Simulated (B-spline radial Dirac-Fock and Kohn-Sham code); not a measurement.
Model: the Dirac equation of a negative muon with reduced mass in the field of a spherical finite nucleus, with the Uehling potential to all orders; nuclear polarisation, deformation, hyperfine structure, self-energy, higher-order vacuum polarisation, relativistic recoil and electron screening are left out. Program: a radial B-spline solver. The nuclear charge is a uniformly charged sphere.

Question: A muonic atom of atomic mass 39.96 u emits these computed lines: 2p3/2 → 1s1/2 783.8 keV, 3d5/2 → 2p3/2 156.8 keV, 4f7/2 → 3d5/2 54.73 keV, 5g9/2 → 4f7/2 25.29 keV. Which element is it, and what rms charge radius was used?

Answer: Calcium (Z = 20, nuclide ⁴⁰Ca); the high transitions hardly feel the nucleus and fix Z. The 2p → 1s line lies 63.47 keV below the value for a point nucleus without QED, which for this nuclear model gives a radius near 3.48 fm (3.4776 fm was used).
